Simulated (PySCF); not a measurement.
**An isoelectronic set: 66 electrons**

CCSD(T) in PySCF with def2-SVPD on every atom (core potentials on In, Sb, Te, I), for the lowest determinant that a PBE0 search found; no spin–orbit coupling. All have 66 electrons, 10 of them in the valence shells, and the same state, a singlet (closed shell). For ions De leads to the atom and ion picked by measured ionisation energies and electron affinities.

| species | difference of nuclear charges | Re (Å) | ωe (cm⁻¹) | k (mdyn/Å) | De (eV) | dissociates to |
| --- | --- | --- | --- | --- | --- | --- |
| InS⁻ | 33 | 2.380 | 368 | 2.00 | n/a | In + S⁻ |
| SiSb⁻ | 37 | 2.345 | 440 | 2.59 | n/a | Si⁻ + Sb |
| AlTe⁻ | 39 | 2.482 | 363 | 1.73 | n/a | Al + Te⁻ |
| MgI⁻ | 41 | 2.996 | 153 | 0.278 | 0.66 | Mg + I⁻ |
| InCl | 32 | 2.478 | 304 | 1.46 | 4.36 | In + Cl |
| AlI | 40 | 2.565 | 311 | 1.27 | 3.70 | Al + I |
| TeP⁺ | 37 | 2.222 | 495 | 3.61 | 3.39 | Te⁺ + P |
| SiI⁺ | 39 | 2.345 | 442 | 2.64 | 3.81 | Si⁺ + I |

(1) Which member of the whole set has the stiffest bond, and how does it compare with the softest?

Correlated steps freeze the inner cores (5 to 9 orbitals); shallow outer-core shells are correlated. Correlated levels converge slowly with the basis: in double zeta they bind strong bonds too weakly, by up to about 1 eV, and carry superposition errors of some tenths. Spin–orbit coupling is left out, which matters for elements this heavy, above all for dissociation energies. For an ion De counts to the pair picked by the measured ionisation energies or electron affinities, which need not be the lowest pair at this level. Where the molecule has an RHF reference, its open-shell atoms are computed with UHF. The CCSD T1 diagnostic is raised in InS⁻, SiI⁺, SiSb⁻, TeP⁺, a sign that a single reference may not be enough there.

Answers

(1) TeP⁺ with k = 3.61 mdyn/Å, 13 times that of MgI⁻.
